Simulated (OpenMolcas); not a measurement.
# CH5GaO (SMILES C[O][GaH2]): the dipole moment, rung by rung

CH5GaO: 8 atoms, total charge 0, spin state singlet. SMILES: `C[O][GaH2]`. The coordinates come from a PBE0-D4/def2-TZVP relaxation.

```xyz
8

C    -0.6168    0.9726   -0.4229
O    -0.7053   -0.2735    0.2135
Ga    0.7032   -1.3020    0.5793
H    -1.2002    0.9620   -1.3506
H     0.4142    1.2562   -0.6766
H    -1.0306    1.7542    0.2243
H     2.0939   -0.7328    0.1429
H     0.3417   -2.6367    1.2901
```

Quantity: the dipole moment, in D. The values are calculated.

```csv
level,kind,program,value (D),CPU time
SVWN5/cc-pVDZ,LDA,OpenMolcas,1.01,16 s
revPBE/cc-pVDZ,GGA,OpenMolcas,0.96,23 s
M06-L/cc-pVDZ,meta-GGA,OpenMolcas,1.03,32 s
TPSS/cc-pVDZ,meta-GGA,OpenMolcas,0.99,33 s
r2SCAN/cc-pVDZ,meta-GGA,OpenMolcas,1.05,32 s
B3LYP/cc-pVDZ,global hybrid,OpenMolcas,1.07,22 s
BHLYP/cc-pVDZ,global hybrid,OpenMolcas,1.24,25 s
M06-2X/cc-pVDZ,hybrid meta-GGA,OpenMolcas,1.17,27 s
```

All-electron rows without a relativistic Hamiltonian named are non-relativistic. The values span 0.96 to 1.24 D. Magnitudes only. CPU times are rough (shared hosts, several kinds of processor and program).
